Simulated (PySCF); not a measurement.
B(OH)₃: calculation against measurement

Isolated B(OH)₃, optimised in PySCF with density fitting and no spin–orbit coupling; def2 sets carry scalar-relativistic core potentials from Rb on. All levels below give a singlet of C3h symmetry: PBE0/def2-TZVP B–O 1.366 Å (×3), O–H 0.960 Å (×3), B–O–H 112.2° (×3), O–B–O 120.0° (×3); B3LYP/def2-TZVP B–O 1.370 Å (×3), O–H 0.962 Å (×3), B–O–H 112.8° (×3), O–B–O 120.0° (×3); PBE/def2-TZVP B–O 1.379 Å (×3), O–H 0.971 Å (×3), B–O–H 111.6° (×3), O–B–O 120.0° (×3).

Measured fundamentals (Jacox, Vibrational and Electronic Energy Levels of Polyatomic Transient Molecules, as compiled in the NIST Chemistry WebBook) beside computed harmonic wavenumbers, in cm⁻¹:

| mode as compiled | computed symmetry | measured | medium | PBE0/def2-TZVP | B3LYP/def2-TZVP | PBE/def2-TZVP |
| --- | --- | --- | --- | --- | --- | --- |
| a' oh stretch | a' | 3705 | gas | 3905 | 3845 | 3742 |
| a' boh deform. | a' | 1020 | gas | 1019 | 1018 | 992 |
| a' bo stretch | a' | 866 | gas | 886 | 876 | 852 |
| a bo3 opla | a'' | 666.4 | argon matrix | 675 | 672 | 642 |
| a torsion | a'' | 436 | argon matrix | 441 | 441 | 419 |
| e' oh stretch | e' | 3706 | gas | 3904 | 3844 | 3743 |
| e' bo stretch | e' | 1429 | gas | 1470 | 1446 | 1415 |
| e' hob deform. | e' | 1017 | gas | 1018 | 1013 | 988 |
| e' bo2 deform. | e' | 432.1 | argon matrix | 428 | 429 | 413 |
| e hob deform. | e'' | 520 | argon matrix | 535 | 532 | 519 |

Problem. How close does each level come?

Solution. Mean absolute differences: PBE0/def2-TZVP 2.2 %, B3LYP/def2-TZVP 1.5 %, PBE/def2-TZVP 2.2 %. The mean ratio of measured to computed values at B3LYP/def2-TZVP is 0.988. Harmonic values should lie a little above fundamentals, most of all for X–H stretches; matrices shift bands further, usually down by up to a few per cent.
